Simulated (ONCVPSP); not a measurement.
## Ranking ONCV potentials for Tc (Z = 43)

All share these settings but for the change named:

ONCVPSP 4.0.1 input, shortened (lines: element, Z, core and valence counts, functional; n l f; lmax; l rc ep ncon nbas qcut; lloc lpopt rc5 dvloc0; l nproj debl; icmod fcfact rcfact), PBE, scalar-relativistic:

```
  Tc 43.00    6    4        4      upf
    1    0    2.00
    2    0    2.00
    2    1    6.00
    3    0    2.00
    3    1    6.00
    3    2   10.00
    4    0    2.00
    4    1    6.00
    4    2    5.00
    5    0    1.75
    2
    0    1.85    0.00    3    6    6.10
    1    1.75    0.00    4    8    7.50
    2    2.20    0.00    4    9    6.30
    4    4    1.50    2.00
    0    2    0.50
    1    2    2.80
    2    2    2.90
    3    4.50    1.35
```

Test errors are all-electron minus pseudo excitation energies from the reference, over 4s2 4p6 4d5 5s2; 4s2 4p6 4d5 5s1; 4s2 4p6 4d5 5s0; 4s2 4p6 4d5 5s1.5. None of these files shows a bound ghost.

The base gives 9.1 meV.

Of 7 variants that were run, those that failed, showed a ghost or another fault, or gave nearly equal values are left out.

A variant can come out equal or close to the base, since the largest error may sit in a test that the change hardly touches while other tests move.

(1) Rank these variants by their largest absolute test error, smallest first.
A. core correction Teter function, fcfact 4.5, rcfact 1.84
B. core correction Teter function, fcfact 4.5, rcfact 1.5
C. core correction Teter function, fcfact 4.5, rcfact 2.06
D. core correction Teter function, fcfact 4.5, rcfact 1.66

Results:

(1) B (9.5 meV), D (10.8 meV), A (14.5 meV), C (28.6 meV).
